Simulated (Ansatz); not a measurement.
One change: `C#CO[CH2][AlH][OH]` becomes `C#COCCS`.

Ansatz, PBE0-D4/def2-TZVP geometries, multiplicity 1. Each molecule was computed in one conformer, which needn't be the lowest.

| property | `C#CO[CH2][AlH][OH]` |
| --- | --- |
| size of the dipole moment (ωB97M-V/def2-TZVPP) / D | 1.91 |
| LUMO energy (PBE/def2-TZVPP) / eV | -1.74 |
| HOMO–LUMO gap (PBE0/def2-TZVPP) / eV | 7.07 |
| HOMO–LUMO gap (B3LYP/def2-TZVPP) / eV | 6.62 |
| LUMO energy (B3LYP/def2-TZVPP) / eV | -0.98 |
| HOMO energy (PBE/def2-TZVPP) / eV | -6.50 |

Q: What does the change do to each property? (An estimate is asked.)

A: Computed: 
```json
{"property": "size of the dipole moment (ωB97M-V/def2-TZVPP) / D", "`C#COCCS`": "1.03", "shift": "-0.88"}
{"property": "LUMO energy (PBE/def2-TZVPP) / eV", "`C#COCCS`": "-0.82", "shift": "0.92"}
{"property": "HOMO–LUMO gap (PBE0/def2-TZVPP) / eV", "`C#COCCS`": "7.15", "shift": "0.08"}
{"property": "HOMO–LUMO gap (B3LYP/def2-TZVPP) / eV", "`C#COCCS`": "6.63", "shift": "0.01"}
{"property": "LUMO energy (B3LYP/def2-TZVPP) / eV", "`C#COCCS`": "-0.16", "shift": "0.82"}
{"property": "HOMO energy (PBE/def2-TZVPP) / eV", "`C#COCCS`": "-5.76", "shift": "0.74"}
```

With PBE0 the HOMO rises by 0.80 eV and the LUMO rises by 0.88 eV, so the gap widens by about 0.08 eV. PBE moves the HOMO by 0.74 eV and ωB97M-V by 0.80 eV. Dipoles are sizes alone; their direction can turn.

B3LYP here is the variant with VWN-RPA as its local correlation; programs differ in this.
